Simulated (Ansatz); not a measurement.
Geometry optimisation, RKS PBE/STO-3G in Ansatz 0.2.0.

input.yaml

```yaml
crystal:
  periodic: [false, false, false]
  atoms:
    - { symbol: C, position_ang: [0.2605, -0.6926, 1.4876] }
    - { symbol: C, position_ang: [0.5218, -0.3029, 0.0219] }
    - { symbol: O, position_ang: [1.852, -0.3789, -0.3139] }
    - { symbol: Si, position_ang: [-0.4736, -1.1654, -1.2379] }
    - { symbol: Al, position_ang: [-0.4486, 1.1826, -0.8264] }
    - { symbol: O, position_ang: [-0.9024, 2.9671, -1.0499] }
    - { symbol: H, position_ang: [0.6134, -1.665, 1.7099] }
    - { symbol: H, position_ang: [-0.8431, -0.5979, 1.6631] }
    - { symbol: H, position_ang: [0.7165, 0.0963, 2.1912] }
    - { symbol: H, position_ang: [2.3236, 0.3829, 0.185] }
    - { symbol: H, position_ang: [-1.8984, -1.6179, -0.8018] }
    - { symbol: H, position_ang: [0.0048, -1.3691, -2.5729] }
    - { symbol: H, position_ang: [-1.7062, 3.1259, -0.441] }
basis:
  gaussian: { orbitals: STO-3G }
hamiltonian:
  xc: pbe
relax:
  f_tol: 0.02
  max_steps: 40
scf:
  lower_state_search: "off"
```

Run as:

```bash
$ ansatz run input.yaml --threads 1 --pin off --max-ram 2048MiB --backend cpu --events-out ev --progress --plain --runs-dir out
```

Task: Where does it end, and by what steps?

Result: The run converged. Limits of this set-up: minimal basis. After 17 steps the energy has fallen by 2.616 eV; H13 moved furthest, 1.02 Å.

```
step  energy less start (eV)  largest force component (eV/Å)  accepted
   0                  0.0000                           5.020       yes
   1                 -1.6192                           1.885       yes
   2                 -2.1124                           1.426       yes
   3                 -2.2416                           1.302       yes
   4                 -2.3177                           2.379       yes
   5                 -2.4989                           0.974       yes
   6                 -2.5674                           0.593       yes
   7                 -2.6057                           0.178       yes
   8                 -2.6053                           0.129        no
   9                 -2.6099                           0.043       yes
  10                 -2.6107                           0.033       yes
  11                 -2.6126                           0.108       yes
  12                 -2.6135                           0.108       yes
  13                 -2.6148                           0.102       yes
  14                 -2.6155                           0.060       yes
  15                 -2.6160                           0.028       yes
  16                 -2.6161                           0.039       yes
  17                 -2.6162                           0.015       yes
```

```xyz
13
Properties=species:S:1:pos:R:3
C 0.313 -0.732 1.496
C 0.479 -0.111 0.069
O 1.875 -0.181 -0.402
Si -0.862 -0.777 -1.248
Al -0.721 1.312 -0.490
O -0.841 3.007 -0.792
H 0.660 -1.786 1.533
H -0.747 -0.720 1.820
H 0.896 -0.168 2.257
H 2.395 0.192 0.421
H -1.569 -1.939 -0.706
H -0.226 -1.228 -2.489
H -1.632 3.097 -1.455
```

Whether the end is a true minimum wasn't checked by a vibrational analysis.

Time of the run: 45 s on 1 thread of Arm Neoverse V2, on a shared host, peak memory 0.14 GiB.
